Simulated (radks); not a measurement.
Results of a calculation; reference values are marked as such.
Charge is removed step by step from the 5s1/2 level of the cerium ion Ce11+, starting from [Kr] 4d10 5s1. Level of theory: Dirac Kohn-Sham, BLYP, spin-unpolarised, spherical densities, finite nucleus; Fermi nuclear charge, rms radius 4.8771 fm (a radial shooting solver on a logarithmic mesh with Libxc functionals).

\begin{tabular}{lrrr}
removed (e) & E - E(0) (eV) & eigenvalue (eV) & E minus straight line (eV) \\ \hline
0 & 0.000 & -185.15 & 0.000 \\
0.125 & 23.277 & -187.28 & -0.948 \\
0.25 & 46.821 & -189.43 & -1.630 \\
0.375 & 70.634 & -191.58 & -2.042 \\
0.5 & 94.716 & -193.74 & -2.186 \\
0.625 & 119.07 & -195.93 & -2.057 \\
0.75 & 143.70 & -198.14 & -1.654 \\
0.875 & 168.61 & -200.40 & -0.971 \\
1 & 193.80 & -202.77 & 0.000 \\
\end{tabular}

Removing the whole electron costs 193.80 eV by Delta-SCF, against 185.15 eV from minus the eigenvalue at the starting occupation. Slater's transition state (half an electron removed) gives 193.74 eV. Integrating minus the eigenvalue over the occupation (Janak's theorem) gives 193.80 eV. The mean slope of the eigenvalue, de/dn, is 17.6 eV per electron. Ionisation energy of Ce11+ in the NIST Atomic Spectra Database: 192.2 eV (semi-empirical).

Beside tabulated values, note that spin-unpolarised runs miss the spin-polarisation part of the exchange energy of open shells.
